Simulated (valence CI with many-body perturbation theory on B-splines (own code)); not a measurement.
**Missing levels of Pd XXV**

Calculated by valence CI with perturbative core correlation (CI+MBPT): four valence electrons over a frozen Dirac-Fock core [Ar], a basis of 9 s, 9 p, 10 d, 8 f, 5 g, 3 h, 1 i functions for each j, with the one-electron correlation potential Σ1, the two-electron term Σ2, the three-electron term Σ3, Breit, model QED; selected CI, second order for the rest (own B-spline code, finite nucleus).

No measured spectrum was set against this ion. As an estimate, terms of the open shell hold to 2 to 4 % of their energy, and close levels can change places. Core correlation moves these levels by up to 9600 cm⁻¹, and in measured spectra 5 to 20 % of such shifts remained as error; rates that hang on mixing are uncertain with them. Only levels of the ground parity were solved; by the run's estimate the other parity begins above the list, which can be wrong where configurations are misplaced.

| Level | E (eV) |
| --- | --- |
| 3d⁴ ⁵D_0 | 0.000 |
| 3d⁴ ⁵D_1 | 2.883 |
| 3d⁴ ⁵D_2 | ? |
| 3d⁴ ⁵D_3 | ? |
| 3d⁴ ⁵D_4 | ? |
| 3d⁴ ³P_0 [a] | 12.085 |
| 3d⁴ ³H_4 | 13.144 |
| 3d⁴ ³G_3 | 15.697 |
| 3d⁴ ³F_2 [a] | 16.228 |
| 3d⁴ ³H_5 | 16.382 |
| 3d⁴ ³P_1 [a] | 16.571 |
| 3d⁴ ³H_6 | 17.663 |
| 3d⁴ ³G_4 | ? |
| 3d⁴ ³P_2 [a] | ? |
| 3d⁴ ³F_4 [a] | 20.539 |
| 3d⁴ ³F_3 [a] | 21.170 |
| 3d⁴ ³D_3 | 22.677 |
| 3d⁴ ³G_5 | 23.959 |
| 3d⁴ ³P_2 [b] | 24.044 |
| 3d⁴ ¹I_6 | ? |

Names give the largest LS component (configuration and term), which can be under half, so a name can repeat, a term be missing and a line seem to break the LS rules; names also repeat where a configuration has a term twice. Letters in brackets count levels of one name in rising energy.

(1) The levels stand in rising order. What does the calculation give for the missing energies?

Answers

(1) 3d⁴ ⁵D_2 5.287; 3d⁴ ⁵D_3 7.108; 3d⁴ ⁵D_4 8.199; 3d⁴ ³G_4 19.369; 3d⁴ ³P_2 [a] 20.100; 3d⁴ ¹I_6 25.239.
